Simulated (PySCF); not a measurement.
BiH⁻: one state, many levels of theory

State: ²Π (doublet), unpaired electrons π ↑. Set-up: Bi aug-cc-pVDZ-PP with ECP60, H aug-cc-pVDZ; scalar-relativistic core potentials (PySCF 2.14). De refers to Bi⁻ + H in their high-spin ground configurations, without counterpoise correction. The functionals are run spin-unrestricted. A positive dipole points towards H; it is taken about the centre of mass and depends on that origin.

| Level | Re (Å) | ωe (cm⁻¹) | De (eV) | μ (D) |
| --- | --- | --- | --- | --- |
| UHF-MP2 | 1.808 | 1722 | n/a | n/a |
| UHF-SCS-MP2 | 1.816 | 1695 | n/a | n/a |
| UHF-CCSD | 1.825 | 1641 | n/a | n/a |
| UHF-CCSD(T) | 1.827 | 1630 | n/a | n/a |
| PBE | 1.844 | 1612 | 2.61 | -1.29 |
| PBEsol | 1.835 | 1642 | 2.75 | -1.23 |
| r²SCAN | 1.827 | 1668 | n/a | -1.23 |
| r²SCANh | 1.822 | 1686 | n/a | -1.22 |
| PBE0 | 1.824 | 1679 | 2.53 | -1.24 |
| M06-2X | 1.825 | 1650 | n/a | -1.44 |
| LC-ωPBE | 1.805 | 1744 | n/a | -1.18 |

The bond length runs from 1.805 Å (LC-ωPBE) to 1.844 Å (PBE). De spans 2.53 eV (PBE0, global hybrid GGA) to 2.75 eV (PBEsol, GGA).

Correlated steps freeze 4 core orbitals. These are scalar-relativistic numbers at best; spin–orbit coupling would shift them, the dissociation energy most. For an ion De counts to the pair picked by the measured ionisation energies or electron affinities, which need not be the lowest pair at this level. The highest Kohn–Sham level is positive in this anion. Much of that is self-interaction error, but it also means that the finite basis helps to hold the extra electron. The state is the lowest determinant that a PBE0 search found; another state may lie lower at other levels.

The whole job (state search and all levels along the bond) took about 1.6 min on 1 thread of Arm Neoverse V1 (shared host), peak memory 0.47 GiB.
